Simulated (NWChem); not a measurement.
C$_{3}$H$_{3}$Cl; SMILES C=C=CCl

All runs: NWChem. Pople sets run with spherical d functions. All runs use the structure optimised with PBE0/def2-SVP.

Question: Taking PBE/6-311G** as the yardstick, which of these has the fewest basis functions while keeping “dipole (D)” within 0.1 D of it: PBE/6-31G*; PBE/3-21G; PBE/STO-3G?

Answer: PBE/6-31G*.
```
level         basis functions  dipole (D)
------------  ---------------  ----------
PBE/STO-3G                 27        1.89
PBE/3-21G                  46        1.89
PBE/6-31G*                 66        1.71
PBE/6-311G**               98        1.76
```

The yardstick is one finite set, not the basis-set limit.
